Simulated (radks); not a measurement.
Results of a calculation; reference values are marked as such.
Q: These are the eigenvalues of the occupied orbitals of an atom or ion with whole-number occupations (hartree). Level of theory: Dirac Kohn-Sham, PBEsol, spin-unpolarised, spherical densities, point nucleus (a radial shooting solver on a logarithmic mesh with Libxc functionals).

orbital  eigenvalue
1s1/2     -3326.912
2s1/2     -598.3544
2p1/2     -574.9082
2p3/2     -489.6867
3s1/2     -145.4561
3p1/2     -134.8742
3p3/2     -115.7943
3d3/2     -98.47558
3d5/2     -94.43043
4s1/2     -34.43440
4p1/2     -29.83709
4p3/2     -25.13105
4d3/2     -17.66051
4d5/2     -16.78227
5s1/2      -7.15508
4f5/2      -7.08394
4f7/2      -6.88206
5p1/2      -5.55926
5p3/2      -4.64776
5d3/2      -2.41255
5d5/2      -2.29817
6s1/2      -1.74340
7f5/2      -0.23355
7f7/2      -0.23278

Which element is it, and in what charge state? The configuration may be excited. Open shells, if any, are shared by 2j + 1.

A: Z = 83, bismuth, charge +3: Bi3+ in [Xe] 4f14 5d10 6s1 7f1. The list shows which subshells hold electrons but not how many an open one holds; the 1s level, -3326.9 hartree, gives Z - s = 81.6 by -(Z - s)^2/2, which with screening and relativity narrows Z to a few neighbours, and the depths of the outer levels then fix element, charge and occupations together.
